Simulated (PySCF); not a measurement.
These compounds are isomers of formula C₆H₆N₂Si.

A. SMILES C=CC#C[Si@@H](C#N)N=C
B. SMILES C#Cc1cnncc1[SiH3]
C. SMILES CC#CC([SiH3])(C#N)C#N
D. SMILES C(=C(/C=C)C#N)/[SiH2]C#N
E. SMILES C[C@@H](C#N)[SiH2]C#CC#N

Spectrum 1. ¹³C{¹H} NMR (computed): δ 124.5 (C), 110.9 (C), 90.6 (C), 89.3 (C), 16.6 (CH3), 9.0 (CH).

Spectrum 2. ¹³C{¹H} NMR (computed): δ 142.4 (C), 139.9 (CH), 137.6 (CH), 136.4 (CH2), 122.2 (C), 121.3 (C).

Spectrum 3. ¹³C{¹H} NMR (computed): δ 117.5 (C), 93.4 (C), 71.9 (C), 6.2 (C), 4.7 (CH3).

Spectrum 4. ¹³C{¹H} NMR (computed): δ 159.2 (CH), 156.8 (CH), 136.0 (C), 131.4 (C), 100.6 (CH), 85.2 (C).

Spectrum 5. ¹³C{¹H} NMR (computed): δ 177.2 (CH2), 143.5 (CH2), 123.5 (C), 122.8 (CH), 114.9 (C), 93.4 (C).

PySCF 2.14.0 with density-fitted response routines calculation with shielding tensors at PBE0/pcSseg-1 (GIAO) and GFN2-xTB geometry; isolated molecule, equivalent nuclei averaged, no relativistic terms, one conformer.

δ = σ(ref) − σ, references computed at the same level: ¹³C (186.93 ppm) vs TMS. Shifts are as computed. Against solution values, carbons near 30 ppm lie about +3 ppm off and those near 130 ppm about +5 ppm. Of 1309 compounds with measured shifts, 239 miss one by over three times the rms of a fit or turn the order of signals round; such compounds aren't used in these exercises.

Task: Which spectrum belongs to which compound?

Result: 1–E, 2–D, 3–C, 4–B, 5–A.

- Spectrum 1 (E): 6 ¹³C signals; δC 124.5 is a nitrile carbon; δC 110.9 is a nitrile carbon.
- Spectrum 2 (D): 6 ¹³C signals; δC 142.4 is a fully substituted alkene carbon; δC 139.9 is an alkene CH.
- Spectrum 3 (C): 5 ¹³C signals; δC 117.5 is a nitrile carbon; δC 93.4 is an alkyne carbon.
- Spectrum 4 (B): 6 ¹³C signals; δC 159.2 is an aromatic CH next to a ring nitrogen; δC 156.8 is an aromatic CH next to a ring nitrogen.
- Spectrum 5 (A): 6 ¹³C signals; δC 143.5 is a terminal =CH2 carbon; δC 123.5 is a nitrile carbon.
